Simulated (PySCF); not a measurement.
CH₂FNOSi. Atoms are numbered in the order given.

```xyz
7

N      2.6297    -0.2355    -0.1313
C      1.5673    -0.0748     0.3037
O      0.3961     0.1068     0.8113
Si    -1.0868    -0.3030     0.0878
F     -1.4191     0.8134    -1.0260
H     -2.0633    -0.2242     1.1857
H     -0.9301    -1.6125    -0.5738
```
Charge 0, spin multiplicity 1.

The structure is a stationary point at ωB97X-D3(BJ)/def2-SVP. The structure was generated by enumeration, and PubChem lists no compound with its InChIKey, so it may never have been made. Other conformers were not sampled.

Calculation: TDA-PBE/def2-SVPD run with PySCF.

Vertical excitations. 

```csv
state,energy (eV),λ (nm),f,main pairs
S1,6.28,197,0.009,HOMO→LUMO 98 %
S2,6.45,192,0.008,"HOMO−1→LUMO 52 %, HOMO→LUMO+1 44 %"
S3,6.51,190,0.028,"HOMO→LUMO+1 53 %, HOMO−1→LUMO 40 %"
S4,6.62,187,0.002,HOMO−1→LUMO+1 92 %
S5,7.20,172,0.013,HOMO−2→LUMO 99 %
S6,7.37,168,0.003,HOMO−2→LUMO+1 98 %
S7,7.38,168,0.001,HOMO→LUMO+2 98 %
S8,7.74,160,0.031,HOMO−1→LUMO+2 83 %
S9,7.95,156,0.005,HOMO→LUMO+3 88 %
S10,8.00,155,0.004,HOMO−3→LUMO 98 %
T1,6.05,205,0,HOMO→LUMO 96 %
T2,6.17,201,0,HOMO→LUMO+1 90 %
T3,6.28,197,0,HOMO−1→LUMO 94 %
T4,6.46,192,0,HOMO−1→LUMO+1 91 %
```
Triplets are in the Tamm–Dancoff approximation.
